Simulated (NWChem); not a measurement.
**One site exchanged: Al, B, Ga**

Each species was optimised at B3LYP/6-31G* with NWChem, gas phase unless a solvent is named. Pople sets run with spherical d functions. Shieldings are non-relativistic GIAO values without spin-orbit effects.

A: [AlH2][PH2] (AlPH4)
B: BP (BPH₄)
C: [GaH2][PH2] (GaPH4)

| quantity | A (Al) | B (B) | C (Ga) |
|---|---|---|---|
| Pauling electronegativity of the site (pymatgen's table) | 1.61 | 2.04 | 1.81 |
| electrons in the molecule | 32 | 24 | 50 |
| dipole (D), B3LYP/6-31G* | 0.99 | 0.86 | 0.86 |
| orbital gap (eV), B3LYP/6-31G* | 5.03 | 5.48 | 4.97 |
| highest harmonic frequency (cm⁻¹), B3LYP/6-31G* | 2416 | 2723 | 2418 |
| vertical ionisation energy, ΔSCF, PBE/def2-SVP (eV) | 9.26 | 9.85 | 9.27 |
| vertical ionisation energy, ΔSCF, PBE0/def2-SVP (eV) | 9.35 | 9.83 | 9.35 |
| static polarisability, PBE0/def2-SVPD (bohr³) | 60.8 | 45.0 | 62.1 |
| lowest singlet excitation, PBE0/def2-SVPD, TDA (eV) | 4.48 | 5.02 | 4.43 |
| 31P shift against phosphine, PBE0/pcSseg-1 (ppm) | 6.8 | 122.6 | 28.0 |
| 31P shift against phosphine, B3LYP/6-31G* (ppm) | 1.8 | 99.0 | 29.8 |

“Dipole (D), B3LYP/6-31G*” runs from 0.86 in C (Ga) to 0.99 in A (Al). “Orbital gap (eV), B3LYP/6-31G*” runs from 4.97 in C (Ga) to 5.48 in B (B), falling in step with the number of electrons. “Highest harmonic frequency (cm⁻¹), B3LYP/6-31G*” runs from 2416 in A (Al) to 2723 in B (B). “Vertical ionisation energy, ΔSCF, PBE/def2-SVP (eV)” runs from 9.26 in A (Al) to 9.85 in B (B). “Vertical ionisation energy, ΔSCF, PBE0/def2-SVP (eV)” runs from 9.35 in A (Al) to 9.83 in B (B). “Static polarisability, PBE0/def2-SVPD (bohr³)” runs from 45.0 in B (B) to 62.1 in C (Ga), rising in step with the number of electrons. “Lowest singlet excitation, PBE0/def2-SVPD, TDA (eV)” runs from 4.43 in C (Ga) to 5.02 in B (B), falling in step with the number of electrons. “31P shift against phosphine, PBE0/pcSseg-1 (ppm)” runs from 6.8 in A (Al) to 122.6 in B (B), rising in step with the site's electronegativity. “31P shift against phosphine, B3LYP/6-31G* (ppm)” runs from 1.8 in A (Al) to 99.0 in B (B), rising in step with the site's electronegativity. The order by orbital gap (eV) is the same as the order by lowest singlet excitation.

These are trends among computed rows of three or four species; they are not measurements.
